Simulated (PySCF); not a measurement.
# EPR parameters of C5H6FO

C5H6FO (doublet state).
Atom-mapped SMILES: `[CH2:1]=[CH:2][C:3](=[O:4])[CH:5][CH2:6][F:7]` (hydrogens: H8, H9 on C1; H10 on C2; H11 on C5; H12, H13 on C6)

Geometry (GFN2-xTB, Å), atoms numbered from 1 in this order:
```
atom  x, y, z in Å
C1     2.666   -0.191    0.319
C2     1.484   -0.102   -0.279
C3     0.229   -0.017    0.500
O4     0.212   -0.024    1.736
C5    -0.975    0.073   -0.265
C6    -2.274    0.160    0.416
F7    -3.320    0.243   -0.461
H8     2.723   -0.203    1.396
H9     3.591   -0.254   -0.228
H10    1.390   -0.088   -1.355
H11   -0.962    0.079   -1.342
H12   -2.320    1.045    1.069
H13   -2.448   -0.720    1.054
```

The hyperfine couplings belong to this conformer and change with its torsions.

Method: PySCF, UKS B3LYP, pcH-1 on C F H O, non-relativistic, mean-field spin-orbit, GIAO. One conformer (not necessarily the lowest) at the GFN2-xTB geometry, without solvent, vibrations or thermal averaging. The geometry wasn't refined by DFT: couplings that depend on bond lengths, twists or pyramidal angles can differ widely from those at the functional's own minimum. The SCF solution wasn't tested for stability.

```json
{
  "g1, g2, g3": "2.00209, 2.00404, 2.00710",
  "g_iso": "2.00441",
  "Form of g": "rhombic: the two nearest values differ by 39 % of g3 − g1",
  "⟨S²⟩": "0.7619 (exact 0.7500)",
  "HOMO–LUMO gap, α and β orbitals": "5.45, 3.42 eV",
  "Total energy": "-369.15471 Eh",
  "Basis functions": "235"
}
```

Isotropic coupling and dipolar principal values T1 to T3, in G; ρ(0) is the spin density at the nucleus (MHz turned into gauss with g_iso; 10 G = 1 mT):

```tsv
atom	isotope	a_iso	T1	T2	T3	Mulliken spin population	ρ(0) (bohr⁻³)
C1	13C	0.5	-0.9	-0.5	1.4	0.03	0.0011
C2	13C	-1.4	-0.6	-0.1	0.7	-0.01	-0.0034
C3	13C	-12.6	-3.6	0.8	2.9	-0.09	-0.0315
O4	17O	-6.3	-30.1	15.0	15.1	0.28	0.0293
C5	13C	22.8	-22.6	-22.3	44.8	0.81	0.0569
C6	13C	-11.2	-0.9	0.3	0.5	-0.06	-0.0278
F7	19F	-2.1	-2.7	0.2	2.4	0.00	-0.0014
H8	1H	-0.6	-0.6	-0.2	0.7	0.00	-0.0004
H9	1H	-0.6	-0.5	-0.3	0.8	0.00	-0.0004
H10	1H	0.1	-1.0	-1.0	2.0	0.00	0.0001
H11	1H	-18.4	-10.8	-0.4	11.2	-0.03	-0.0115
H12	1H	37.9	-1.6	-0.9	2.5	0.04	0.0238
H13	1H	38.0	-1.6	-0.9	2.5	0.04	0.0238
```

The Mulliken spin populations are largest on C5 (+0.81), O4 (+0.28), C3 (-0.09) and C6 (-0.06). The positive populations add up to 1.21 and the negative ones to -0.21, together 2S = 1. The angles at C5 add up to 360.0°, so it is planar; its axial dipolar tensor and the negative coupling of its proton fit spin in a p orbital normal to that plane.

Axes: g3 points within 12° of the C5–H11 bond.

Under fast tumbling the dipolar parts average out, and these isotropic splittings remain: 2 × 1H (H12/H13, I = 1/2, 3 lines) with 3.79 mT, 1 × 1H (H11, I = 1/2, 2 lines) with 1.84 mT, 1 × 19F (F7, I = 1/2, 2 lines) with 0.21 mT, 1 × 1H (H9, I = 1/2, 2 lines) with 0.06 mT and 1 × 1H (H8, I = 1/2, 2 lines) with 0.06 mT.

Class means assume fast exchange of nuclei equivalent by connectivity; if that motion is slow, each nucleus keeps its own coupling.

The 17O coupling of O4 (-17.8 MHz) shows only in satellite lines or after enrichment, since that isotope makes up about 0.038 % of natural oxygen.

The 13C coupling of C5 (63.9 MHz) shows only in satellite lines or after enrichment, since that isotope makes up about 1.07 % of natural carbon.

β density exceeds α density at some nuclei, such as C3 (-0.0315), C6 (-0.0278) and H11 (-0.0115), spin density in bohr⁻³. In a single determinant that takes different orbitals for the two spins, that is spin polarisation.
